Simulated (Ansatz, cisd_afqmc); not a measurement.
System: Co, charge 1, quintet. This quintet is an excited state, 0.3 eV above the triplet at CCSD(T)/cc-pwCVQZ-DK (Ansatz, a quantum-chemistry and plane-wave program).

Total energies in cc-pwCVTZ-DK, 16 correlated electrons, 5 frozen orbitals. UHF or UKS for unpaired electrons; spin-orbit terms are left out. The -DK rows use spin-free X2C, correlate 3s3p of the metal (1s2s2p frozen) and give its partners the cc-pVXZ-DK valence sets. The Monte Carlo rows (phaseless AFQMC, CISD trial, step 0.005/hartree) carry one-sigma bars that omit the constraint's bias. Outlying blocks are dropped, and bars are widened where a walk drifts. Over all cases where full CI ran beside it in this data, AFQMC minus full CI had a median of +0.1 mEh and passed +0.4 mEh in a tenth of the cases. Open-shell metal atoms are single determinants, not pure terms.

| method | program | energy (Eh) | minus CCSDT(Q) (mEh) |
|---|---|---|---|
| HF | Ansatz | -1391.63845 | 647.39 |
| MP2 | Ansatz | -1392.29852 | -12.68 |
| CCSD | Ansatz | -1392.27217 | 13.67 |
| CCSD(T) | Ansatz | -1392.28617 | -0.34 |
| CCSDT(Q) | Ansatz | -1392.28584 | 0.00 |
| AFQMC/CISD | cisd_afqmc | -1392.2849 ± 0.0003 | 1.0 ± 0.3 |
